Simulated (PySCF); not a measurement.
(3Z)-4-fluoropenta-1,3-diene (C5H7F), SMILES C=C/C=C(/C)F.

Geometry: PBE0-D3(BJ)/def2-SVP. One conformer was computed; it need not be the lowest.

Two levels are set side by side: PBE/def2-TZVP (PySCF) and ωB97X/def2-TZVP (PySCF). Same geometry, gas phase. Differences are taken from unrounded values.

| quantity | ωB97X | PBE | PBE minus ωB97X |
|---|---|---|---|
| orbital gap (eV) | 10.01 | 3.80 | -6.21 |
| highest occupied level (eV) | -8.59 | -5.39 | 3.20 |
| lowest empty level (eV) | 1.42 | -1.59 | -3.01 |
| dipole moment (D) | 1.56 | 1.50 | -0.06 |
| mean polarisability (bohr³) | 67.5 | 70.3 | 2.8 |

PBE's occupied levels lie high since its potential decays too fast outside the molecule; exact exchange lowers them and widens the gap. Loosely held outer electrons make PBE densities more polarisable. Differences between two approximate levels are no errors against the true value.

Rough cost on one machine, each run with all the roots and properties that it gave: ωB97X against PBE within a factor of 2.
